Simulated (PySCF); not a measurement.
A geometry optimisation, step by step.

Species: SnClF3.
Bonds: Sn1–Cl2, Sn1–F3, Sn1–F4, Sn1–F5.

Method: PBE0-D3(BJ)/def2-SVP geometry optimisation, gas phase, def2 core potentials past Kr in PySCF; density fitting, grid level 1; the optimiser is geomeTRIC in internal coordinates, started from a GFN2-xTB structure. The frame can shift and turn from step to step; on so coarse a grid that alone can change the energy by a few meV, and forces under 0.02 eV/Å are noise.

Step 0: E = -26485.3679 eV, largest atomic force 2.192 eV/Å
```
atom  x, y, z in Å  |  force x, y, z in eV/Å
Sn1     0.000    0.000    0.016   -0.026   0.036  -2.191
Cl2     0.012   -0.020    2.270   -0.004  -0.005   0.657
F3      1.783    0.010   -0.772   -0.905  -0.006   0.540
F4     -0.902    1.553   -0.744    0.477  -0.801   0.494
F5     -0.893   -1.544   -0.770    0.459   0.777   0.501
```

Step 1: E = -26485.4323 eV, largest atomic force 0.636 eV/Å
```
atom  x, y, z in Å  |  force x, y, z in eV/Å
Sn1    -0.001    0.000   -0.021   -0.020  -0.016   0.532
Cl2     0.001   -0.019    2.274   -0.012   0.000  -0.039
F3      1.739    0.010   -0.749    0.617   0.001  -0.153
F4     -0.872    1.512   -0.740   -0.296   0.533  -0.168
F5     -0.866   -1.503   -0.765   -0.289  -0.518  -0.172
```

Step 2: E = -26485.4544 eV, largest atomic force 0.147 eV/Å
```
atom  x, y, z in Å  |  force x, y, z in eV/Å
Sn1    -0.002    0.000   -0.024   -0.005   0.003  -0.147
Cl2    -0.007   -0.019    2.271   -0.013   0.001  -0.047
F3      1.767    0.009   -0.741   -0.024  -0.002   0.079
F4     -0.882    1.535   -0.741    0.023  -0.023   0.059
F5     -0.876   -1.526   -0.766    0.020   0.022   0.056
```

Step 3: E = -26485.4560 eV, largest atomic force 0.094 eV/Å
```
atom  x, y, z in Å  |  force x, y, z in eV/Å
Sn1    -0.002    0.000   -0.031   -0.005   0.000  -0.094
Cl2    -0.019   -0.019    2.262   -0.015   0.000   0.007
F3      1.775    0.008   -0.725   -0.006  -0.002   0.041
F4     -0.879    1.540   -0.740    0.014  -0.008   0.024
F5     -0.875   -1.529   -0.766    0.012   0.010   0.022
```

Step 4: E = -26485.4567 eV, largest atomic force 0.029 eV/Å
```
atom  x, y, z in Å  |  force x, y, z in eV/Å
Sn1    -0.002    0.000   -0.041    0.002   0.000   0.029
Cl2    -0.047   -0.020    2.252   -0.017  -0.001   0.006
F3      1.789    0.007   -0.695    0.006  -0.001  -0.001
F4     -0.871    1.546   -0.743    0.006   0.003  -0.015
F5     -0.869   -1.533   -0.772    0.003  -0.002  -0.018
```

Step 5: E = -26485.4571 eV, largest atomic force 0.054 eV/Å
```
atom  x, y, z in Å  |  force x, y, z in eV/Å
Sn1    -0.002    0.000   -0.043    0.001  -0.002   0.054
Cl2    -0.069   -0.021    2.249   -0.018  -0.002   0.006
F3      1.796    0.005   -0.676    0.010  -0.001  -0.010
F4     -0.862    1.549   -0.749    0.004   0.005  -0.024
F5     -0.863   -1.533   -0.781    0.002   0.000  -0.025
```

Step 6: E = -26485.4616 eV, largest atomic force 0.155 eV/Å
```
atom  x, y, z in Å  |  force x, y, z in eV/Å
Sn1     0.004    0.000   -0.054    0.006  -0.001   0.155
Cl2    -0.293   -0.035    2.221    0.004  -0.011   0.002
F3      1.859   -0.010   -0.492    0.013   0.003  -0.039
F4     -0.771    1.569   -0.809   -0.007   0.006  -0.065
F5     -0.799   -1.525   -0.867   -0.016   0.003  -0.053
```

Step 7: E = -26485.4621 eV, largest atomic force 0.080 eV/Å
```
atom  x, y, z in Å  |  force x, y, z in eV/Å
Sn1     0.003    0.000   -0.047   -0.011  -0.003   0.079
Cl2    -0.251   -0.034    2.233   -0.003  -0.008   0.001
F3      1.847   -0.007   -0.530    0.024   0.002  -0.018
F4     -0.787    1.563   -0.802   -0.004  -0.002  -0.035
F5     -0.812   -1.523   -0.855   -0.008   0.011  -0.026
```

Step 8: E = -26485.4628 eV, largest atomic force under 0.02 eV/Å
```
atom  x, y, z in Å  |  force x, y, z in eV/Å
Sn1     0.004    0.001   -0.041    0.005   0.002   0.002
Cl2    -0.279   -0.041    2.235    0.003  -0.006   0.001
F3      1.853   -0.008   -0.508    0.003   0.002   0.002
F4     -0.773    1.561   -0.815   -0.002  -0.003  -0.004
F5     -0.805   -1.513   -0.871   -0.008   0.005  -0.001
```

Step 9: E = -26485.4626 eV, largest atomic force under 0.02 eV/Å
```
atom  x, y, z in Å  |  force x, y, z in eV/Å
Sn1     0.004    0.001   -0.039    0.009   0.003  -0.009
Cl2    -0.270   -0.043    2.237    0.002  -0.005   0.000
F3      1.852   -0.007   -0.514   -0.005   0.002   0.007
F4     -0.776    1.560   -0.814   -0.001  -0.001   0.001
F5     -0.810   -1.511   -0.869   -0.005   0.001   0.001
```

Step 10: E = -26485.4627 eV, largest atomic force under 0.02 eV/Å
```
atom  x, y, z in Å  |  force x, y, z in eV/Å
Sn1     0.004    0.001   -0.040    0.005   0.002  -0.001
Cl2    -0.278   -0.042    2.235    0.003  -0.005   0.000
F3      1.853   -0.008   -0.508    0.000   0.002   0.003
F4     -0.773    1.561   -0.816   -0.002  -0.002  -0.002
F5     -0.806   -1.512   -0.871   -0.006   0.004   0.000
```

**Question.** Summarise the path.

**Answer.** The energy falls by 2.19 kcal/mol from step 0 to step 10; nine tenths of that is first reached at step 2. It never rises by more than 0.2 meV. The largest force goes from 2.192 to under 0.02 eV/Å. Among the bonds Sn1–F4 changes most (a near tie, within 0.001 Å, with another), from 1.950 to 1.907 Å; the atoms move by 0.034 Å rms after alignment.

**Question.** Follow the three bonds and two angles with the largest change from start to end.

**Answer.** 
```tsv
step	E above end (kcal/mol)	largest force (eV/Å)	Sn1–F4 (Å)	Sn1–F3 (Å)	Sn1–F5 (Å)	F3–Sn1–F5 (°)	Cl2–Sn1–F3 (°)
0	2.19	2.192	1.950	1.949	1.949	105.1	113.6
1	0.70	0.636	1.887	1.886	1.887	105.9	112.7
2	0.19	0.147	1.910	1.909	1.909	106.4	112.2
3	0.16	0.094	1.908	1.908	1.908	106.8	111.7
4	0.14	0.029	1.907	1.907	1.907	107.3	111.2
5	0.13	0.054	1.907	1.907	1.907	107.4	111.1
6	0.03	0.155	1.906	1.906	1.906	107.9	110.7
7	0.02	0.080	1.907	1.906	1.907	107.7	111.0
8	0.00	under 0.02	1.907	1.907	1.907	107.5	111.3
9	0.00	under 0.02	1.907	1.908	1.907	107.5	111.3
10	0.00	under 0.02	1.907	1.907	1.907	107.6	111.3
```

The cost below is that of the whole optimisation. The run took 25 s of wall time on one thread, x86-64 server, no GPU, shared host.
